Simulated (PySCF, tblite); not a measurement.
Isomers of C6H4NP, one GFN2-xTB conformer each. Single-point energies are computed at PBE0/pcSseg-1 (PySCF, gas phase, no added dispersion term), electronic only.

**Question.** Rank them by PBE0/pcSseg-1 energy, lowest first (kcal/mol).
A. `N#CC1=CC=CC=P1`
B. `N#Cc1cccpc1`
C. `N#CC1=CC=PC=C1`

**Answer.** A (0.0), C (0.2), B (1.0).

Neighbours under 2.5 kcal/mol apart (N#Cc1ccccp1 and N#Cc1ccpcc1; N#Cc1ccpcc1 and N#Cc1cccpc1) can change places with a better method, another conformer or zero-point energy. GFN2-xTB itself gives, in the same order: 0.0, 0.2, 0.8. Both levels put the same isomer lowest; measured from each level's own lowest isomer, the values differ by up to 0.2 kcal/mol (N#Cc1cccpc1: 0.8 against 1.0).

**Question.** Which frontier levels, dipoles and rotational constants go with these structures?

**Answer.** 
| SMILES | HOMO (eV, PBE0/pcSseg-1) | LUMO (eV) | dipole (D) | A, B, C (MHz) |
| --- | --- | --- | --- | --- |
| N#Cc1ccccp1 | -7.79 | -2.48 | 5.37 | 3631, 1474, 1048 |
| N#Cc1ccpcc1 | -7.73 | -2.59 | 3.01 | 5123, 1154, 941.7 |
| N#Cc1cccpc1 | -7.86 | -2.29 | 3.88 | 3996, 1291, 975.8 |

**Question.** What happens when harmonic zero-point energies from GFN2-xTB frequencies are added?

**Answer.** 
```json
{"SMILES": "N#Cc1ccccp1", "ZPE (kcal/mol)": "50.4", "electronic (kcal/mol)": "0.0", "with ZPE (kcal/mol)": "0.0"}
{"SMILES": "N#Cc1ccpcc1", "ZPE (kcal/mol)": "50.3", "electronic (kcal/mol)": "0.2", "with ZPE (kcal/mol)": "0.1"}
{"SMILES": "N#Cc1cccpc1", "ZPE (kcal/mol)": "50.3", "electronic (kcal/mol)": "1.0", "with ZPE (kcal/mol)": "0.9"}
```

The zero-point energies span 0.1 kcal/mol. The order is unchanged.
